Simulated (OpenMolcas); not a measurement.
Exact exchange and the electronic atomisation energy of InPH4O

InPH4O: 7 atoms, total charge 0, spin state singlet. As SMILES, `O[PH][InH2]`. The shape is that of a PBE0-D4/def2-TZVP optimisation. This is one conformer, not always the lowest.

The electronic atomisation energy y, in eV, basis def2-SVPD with a core potential; a is the functional's share of exact exchange. Programs: OpenMolcas 26.06.

| functional | program | a | y (eV) |
| --- | --- | --- | --- |
| PBE | OpenMolcas | 0 | 18.30 |
| BLYP | OpenMolcas | 0 | 17.92 |
| B3LYP | OpenMolcas | 0.2 | 17.97 |
| PBE0 | OpenMolcas | 0.25 | ? |
| BHLYP | OpenMolcas | 0.5 | 17.36 |

Problem. Fit y = c + s·a to the known rows and predict PBE0.

Solution. 
1. Means of the 4 rows: a = 0.1750, y = 17.887.
2. Σ(Δa)² = 0.1675, Σ(Δa·Δy) = -0.24725, so the slope is -0.24725/0.1675 = -1.4761.
3. Intercept: 17.887 − (-1.4761) × 0.1750 = 18.145. The largest residual of the fit is 0.22.
4. PBE0: 18.145 + (-1.4761) × 0.25 = 17.78 eV.

The run gave 17.89 eV, so the prediction is off by -0.11 eV, within the largest residual. The rows mix families of semi-local functionals, which the line can't see. Spin-orbit coupling is left out.
